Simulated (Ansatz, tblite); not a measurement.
Removing and adding an electron: Pb2O4. Total charge 0; singlet. Geometry: PBE-D4/def2-SVP. Ansatz, gas phase; energy differences of separate SCF runs; the oxidised species was run as a doublet alone; the reduced species was run as a doublet alone.

```xyz
6

Pb    0.1795   -1.7437    0.3357
Pb    1.1960    1.5143   -0.1911
O    -1.2143    0.7172   -0.1948
O    -0.4664    0.5521    1.1394
O     1.7861   -0.5008   -0.4026
O    -1.4810   -0.5392   -0.6867
```

In the def2 sets Pb takes a core potential; there is no spin–orbit coupling. The xTB rows come from tblite. Correlated methods freeze 12 core orbitals; core or outer-core shells of Pb are correlated, in sets that lack core-valence functions. The rows differ in basis, and correlated rows in double-zeta sets carry the largest basis error. In CCSD on the charge 1 doublet the largest single amplitude is 0.18, so its Hartree–Fock determinant may place the open shell otherwise than the density functionals do. The structure holds 2 bonds between oxygen atoms, so isomers without such links may lie far lower. HOMO above LUMO, or a gap near zero within one spin, warns that the state may not be the lowest or that an electron is smeared out. At PBE0-D4/def2-TZVP a triplet of charge 0 lies 0.70 eV below the restricted singlet, each at its own geometry. The structure comes from a short search, and lower isomers may exist.

(1) Estimate orbital energies and vertical ionisation energies and electron affinities at: GFN1-xTB; GFN2-xTB; PBE-D4/def2-TZVP; PBE-D4/def2-TZVPD; r2SCAN-D4/def2-TZVP; r2SCAN-D4/def2-TZVPD; PBE0-D4/def2-TZVP; PBE0-D4/def2-TZVPD; CCSD/def2-SVP; CCSD(T)/def2-SVP.

Answers

(1) 
```tsv
level	−HOMO (eV)	vertical IE (eV)	−LUMO (eV)	vertical EA (eV)	HOMO–LUMO gap (eV)	IE − EA (eV)	remarks
GFN1-xTB	10.07	13.69	6.80	3.44	3.27	10.25	–
GFN2-xTB	10.06	13.33	7.08	4.09	2.98	9.24	–
PBE-D4/def2-TZVP	4.79	7.75	2.74	–	2.05	–	–
PBE-D4/def2-TZVPD	4.85	–	2.79	0.62	2.06	–	HOMO above zero (-1 doublet), gap within one spin near zero (-1 doublet)
r2SCAN-D4/def2-TZVP	4.99	7.85	2.61	–	2.38	–	–
r2SCAN-D4/def2-TZVPD	5.03	–	2.63	0.65	2.40	–	HOMO above zero (-1 doublet), gap within one spin near zero (-1 doublet)
PBE0-D4/def2-TZVP	6.13	7.99	2.10	–	4.03	–	–
PBE0-D4/def2-TZVPD	6.17	–	2.13	0.62	4.04	–	HOMO above zero (-1 doublet)
CCSD/def2-SVP	–	7.76	–	–	–	–	large T1 (0.027) (singlet), large T1 (0.045) (+1 doublet), restricted SCF unstable (singlet), spin-contaminated (⟨S²⟩ 0.83) (+1 doublet)
CCSD(T)/def2-SVP	–	7.75	–	–	–	–	large T1 (0.027) (singlet), large T1 (0.045) (+1 doublet), restricted SCF unstable (singlet), spin-contaminated (⟨S²⟩ 0.83) (+1 doublet)
```

Run but left out: HF/def2-SVP (singlet: restricted singlet, unstable towards broken spin symmetry); MP2/def2-SVP (charge +1 doublet: a determinant that CCSD turns far, T1 0.045).   A HOMO above zero means that the electron is unbound at that level or that self-interaction error raises the level; the energy of removing that electron tells which. Raw xTB energy differences between charge states are shifted by several eV; the methods need an empirical correction for them.
